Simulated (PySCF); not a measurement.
Isomers of CH2B2. Isolated molecules, 0 K electronic values unless said otherwise. Strings in code marks are SMILES.

Quantity: vertical ionisation energy (energy after one electron is removed minus that of the parent at the parent's geometry), in eV.

Level 1: B3LYP-D3(BJ)/def2-TZVP (PySCF)
Level 2: PBE-D3(BJ)/def2-TZVP // B3LYP-D3(BJ)/def2-TZVP (PySCF)
Level 3: B3LYP/6-31G* // B3LYP-D3(BJ)/def2-TZVP (PySCF)
Level 4: HF/6-31G* // B3LYP-D3(BJ)/def2-TZVP (PySCF)

| species | level 1 | level 2 | level 3 | level 4 |
|---|---|---|---|---|
| `B1=CB1` | 10.69 | 10.61 | 10.53 | 9.41 |
| `B=C=B` | 9.90 | 10.05 | 9.70 | 7.97 |
